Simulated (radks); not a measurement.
The numbers below are computed, except where a source is named.
Ionisation of Ho, [Xe] 4f11 6s2, to Ho+, [Xe] 4f11 6s1, under several functionals. Dirac Kohn-Sham, spin-unpolarised, spherical densities, point nucleus; open shells fill j = l - 1/2 first; a radial shooting solver on a logarithmic mesh with Libxc functionals.

functional         E(Ho) (hartree)  Exc (hartree)  IE (eV)  -e(HOMO) (eV)  <r> HOMO (bohr)  IE error (eV)
RPBE                   -12628.9388      -272.2463    6.205          2.605           0.8692         +0.184
exchange-only B88      -12625.8211      -269.0791    5.732          1.618           0.8755         -0.290
HCTH/407               -12636.0546      -279.7066    6.250          3.381           0.8547         +0.228
OLYP                   -12633.1231      -276.6282    5.936          2.836           0.8604         -0.085
BP86                   -12630.2319      -273.5514    6.485          2.743           0.8701         +0.463
SOGGA                  -12623.8817      -267.1375    6.214          2.585           0.8696         +0.192
exchange-only PBE      -12624.6499      -267.8895    5.756          1.607           0.8760         -0.265
exchange-only LDA      -12613.6536      -256.7867    5.654          1.538           0.8761         -0.368

NIST Atomic Spectra Database: 6.022 eV (measured). Closest: OLYP. The Delta-SCF values span 0.83 eV, the total energies 22.40 hartree. The highest occupied level is 4f7/2. Spin polarisation and multiplet splitting are left out, so open shells lie too high by an amount that depends on their filling.

Beside tabulated values, note that spin-unpolarised runs miss the spin-polarisation part of the exchange energy of open shells.
